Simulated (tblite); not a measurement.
C7H7N2P.
Structure used (GFN2-xTB), in Å, numbered top down from 1:
```
atom  x, y, z in Å
C1     2.667    0.040    1.019
C2     1.844    0.449    0.244
C3     0.912    0.949   -0.672
P4     0.992    2.455   -1.547
C5    -0.537    1.962   -2.259
N6    -1.009    0.809   -1.864
N7    -0.203    0.249   -0.991
C8    -0.579   -1.008   -0.386
C9    -1.256   -0.769    0.934
C10   -0.803   -1.220    2.087
H11    3.386   -0.311    1.697
H12   -1.098    2.526   -2.982
H13   -1.271   -1.495   -1.081
H14    0.314   -1.624   -0.254
H15   -2.150   -0.163    0.881
H16    0.092   -1.817    2.149
H17   -1.310   -1.020    3.015
```

Method: GFN2-xTB as coded in tblite; computed harmonic values from a numerical Hessian at the method's own geometry, unscaled. Errors from tens to a few hundred cm⁻¹ against measured bands are possible. One conformer, not necessarily the lowest.

Harmonic wavenumbers (cm⁻¹): 31.5, 56.8, 103.4, 124.2, 142.7, 284.8, 290.9, 379.8, 392.7, 426.3, 481.9, 493.4, 569.0, 597.4, 638.1, 650.3, 714.2, 753.3, 797.7, 852.7, 902.4, 911.1, 962.7, 998.8, 1022.3, 1101.7, 1153.1, 1190.7, 1250.1, 1264.9, 1305.8, 1327.7, 1390.7, 1406.7, 1423.6, 1442.6, 1717.2, 2236.6, 2965.7, 2971.4, 3070.7, 3103.5, 3121.9, 3133.2, 3398.0.

A = 1817, B = 995.5, C = 702.1 MHz; mass 150.035 u (most abundant isotopes); point group C1, symmetry number 1.

Q: What is the zero-point energy?

A: Half the sum of the wavenumbers: 26777 cm⁻¹ = 76.56 kcal/mol.

Q: Give the ideal-gas entropy at 298.15 K and 1 bar in the rigid-rotor, harmonic-oscillator model (classical rotation).

A: Translation 40.95, rotation 29.92, vibration 30.28: S = 101.2 cal/(mol K).

Q: And Cp and H(298.15 K) − H(0)?

A: Cp = 38.75 cal/(mol K), of which vibrations give 30.80 (their classical limit is 45 R = 89.4); H(298.15 K) − H(0) = 6.98 kcal/mol without the zero-point energy, 4.61 from vibrations.

Q: Blend soft modes into free rotors: weight 1/[1 + (100 cm⁻¹/ν̃)⁴] for the oscillator and the rest for a rotor with moment μB/(μ + B), μ = h/(8π²ν), B = 10⁻⁴⁴ kg m². What vibrational entropy results?

A: 27.11 cal/(mol K) in place of 30.28, which changes −T·S at 298.15 K by +0.94 kcal/mol.

Q: Which modes carry the vibrational entropy at 298.15 K?

A: 31.5 cm⁻¹: 5.73; 56.8 cm⁻¹: 4.57; 103.4 cm⁻¹: 3.39; 124.2 cm⁻¹: 3.03; 142.7 cm⁻¹: 2.77; 284.8 cm⁻¹: 1.50 cal/(mol K); the other 39 give 9.29 together.

Hindered rotation and anharmonicity are outside this model. Other conformers, if any are populated, would add a mixing term that is left out. The structure is chiral; the term R ln 2 for an equal mix with its mirror image is left out.
